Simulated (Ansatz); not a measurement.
Single points on the cluster GeS2⁺.

```yaml
crystal:
  periodic: [false, false, false]
  atoms:
    - {symbol: Ge, position_ang: [-0.372764, 0.483854, -1.235667]}
    - {symbol: S, position_ang: [0.672767, 0.618971, 0.808223]}
    - {symbol: S, position_ang: [-0.299993, -1.102835, 0.427454]}
basis:
  gaussian: {orbitals: STO-3G}
total_charge: 1
magnetization: {spin_polarized: true, initial_magnetization: 1}
hamiltonian: {xc: hf}
scf: {omitted_lower_state_checks: [starts]}
output: {orbitals: {seedname: orbitals}}
```

The file start.molden holds the orbitals of an earlier run on this structure, at another level or in another basis.

```sh
$ ansatz run in.yaml --threads 4 --pin off --events-out ev --progress --plain --max-ram 3916MiB
```

Output, abridged:

```
Functional definition: HF
369 factors; integrals over basis functions are off by at most 8.2e-6 eV
mean field evaluation 1: about -77222.8539 eV, gradient 8.9e0 eV
mean field evaluation 2: about -77222.8865 eV, gradient 8.9e0 eV
mean field evaluation 4: about -77224.0262 eV, gradient 7.8e-1 eV
mean field evaluation 8: about -77224.0479 eV, gradient 8.3e-3 eV
mean field -77224.04786843 eV, -2837.9314148250 hartree, gradient 1.3e-5 eV, S^2 0.808792; 0 other end points of the search recorded, 0 dependent functions left out
reference -77224.04786843 eV, -2837.9314148250 hartree; 32, 31 occupied and 4, 5 virtual orbitals, 369 factors
Total energy: -77224.04786843 eV, -2837.9314148250 hartree
Checks for a lower state left out: starts
```

First input, but with `gaussian: {orbitals: def2-TZVP, initial_orbitals: start.molden}`, `hamiltonian: {xc: {name: LC-wPBE, parameters: {omega: 0.1/bohr}}}` (abridged; 2 s):

```
Functional definition: LC-wPBE
mean field -78166.45309056 eV, -2872.5641679533 hartree, gradient 1.0e-5 eV, S^2 0.756707
Total energy: -78166.45309066 eV, -2872.5641679568 hartree
Checks for a lower state left out: starts
```

First input, but with `gaussian: {orbitals: def2-TZVP, initial_orbitals: start.molden}`, `hamiltonian: {xc: {name: LC-wPBE, parameters: {omega: 0.15/bohr}}}` (abridged; 1.7 s):

```
Functional definition: LC-wPBE
mean field -78166.65204289 eV, -2872.5714793165 hartree, gradient 2.6e-5 eV, S^2 0.757635
Total energy: -78166.65204293 eV, -2872.5714793179 hartree
Checks for a lower state left out: starts
```

The first input with `gaussian: {orbitals: def2-SVP, initial_orbitals: start.molden}`, `hamiltonian: {xc: pbe0, dispersion: d4}` (abridged; 1 s):

```
Functional definition: PBE0
mean field -78152.91954307 eV, -2872.0668192564 hartree, gradient 2.3e-5 eV, S^2 0.761111
Total energy: -78153.01455552 eV, -2872.0703108994 hartree
Checks for a lower state left out: starts
```

Geometry: r2SCAN-D4/def2-TZVP.

The structure comes from a short search, and lower isomers may exist.
